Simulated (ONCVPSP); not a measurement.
## Ce (Z = 58): one change to an ONCV potential, before and after

Ce, optimised norm-conserving Vanderbilt (ONCV), made with ONCVPSP 4.0.1 (PBEsol, scalar-relativistic). Core [Kr], reference 4d10 4f1 5s2 5p6 5d1 6s1 (charge +1). Waves: 5s+6s: rc 2.50 bohr, ncon 4, nbas 9, qcut 5.2 1/bohr, 2 projectors; 5p: rc 2.65 bohr, ncon 3, nbas 7, qcut 6.1 1/bohr, 3 projectors, debl 2.6 Ha; 4d+5d: rc 1.00 bohr, ncon 4, nbas 8, qcut 18.8 1/bohr, 3 projectors, debl 3.2 Ha; 4f: rc 0.95 bohr, ncon 5, nbas 10, qcut 16.3 1/bohr, local. Local part: the f channel. Core correction: Teter function, fcfact 5.25, rcfact 1.25.

All-electron outer shells of the reference configuration (PBEsol, scalar-relativistic, ld1.x):

```
shell  level (eV)  outermost node (bohr)  outermost maximum (bohr)
   4p     -216.75                   0.33                      0.62
   4d     -116.34                   0.31                      0.66
   5s      -46.54                   0.75                      1.37
   5p      -29.13                   0.81                      1.55
   4f      -11.34                      –                      0.71
   5d       -8.59                   0.92                      2.12
   6s       -8.52                   1.81                      3.54
```

Change: d: rc 1.36.

Cutoffs: the cutoffs (Ha) at which the residual kinetic energy of the hardest occupied pseudo-wave falls to 1 and 0.1 mHa per electron; they do not see the model core or the augmentation charge, which bear on the density cutoff. Errors are all-electron minus pseudo energies relative to the spin-unpolarised reference configuration.

Question: How do hardness, ghosts and transferability respond?

Answer: The potential gets neither clearly harder nor softer (122 Ha and 214 Ha → 122 Ha and 214 Ha); both files keep a bound ghost (p, s); of the 3 tests that both files solve, the error grows in 1 and shrinks in 0 by more than 15 % and 0.3 meV (median size 1.8 → 2.3 meV).

| quantity | base | changed |
| --- | --- | --- |
| cutoff, loose | 122 Ha | 122 Ha |
| cutoff, tight | 214 Ha | 214 Ha |
| loose cutoff by channel | s 8.7 Ha, p 9.0 Ha, d 90 Ha, f 122 Ha | s 8.7 Ha, p 9.0 Ha, d 97 Ha, f 122 Ha |
| bound ghosts | s, p | s, p |
| GHOST(+) flags under 300 eV | none | none |
| tests counted as reliable (solved cleanly; for ONCVPSP, near-neutral configurations with less than one 5d electron left out) | 3 of 4 | 3 of 4 |
| error for 4d10 4f1 5s2 5p6 5d1 6s2, meV [ΔE -6.10 eV] | +1.0 | +1.0 |
| error for 4d10 4f1 5s2 5p6 5d1 6s0, meV [ΔE 11.04 eV] | -2.3 | -2.3 |
| error for 4d10 4f1 5s2 5p6 5d0 6s0, meV [ΔE 30.17 eV] | -1.8 | -2.6 |
| s: phases at 2.54 bohr within 0.05 rad from the reference energy up to (Ha; the scan ends near 5) | 4.8 | 4.8 |
| p: phases at 2.69 bohr within 0.05 rad from the reference energy up to (Ha; the scan ends near 5) | to the end of the scan | to the end of the scan |
| f: phases at 0.96 bohr within 0.05 rad from the reference energy up to (Ha; the scan ends near 5) | to the end of the scan | to the end of the scan |
| rms error of d²Exc/dni dnj with the model core, mHa | 2.26 | 2.20 |

 A true bound ghost makes a file unfit for plane-wave use even where its test errors are small: the radial tests pick states by their node count and pass the ghost by.
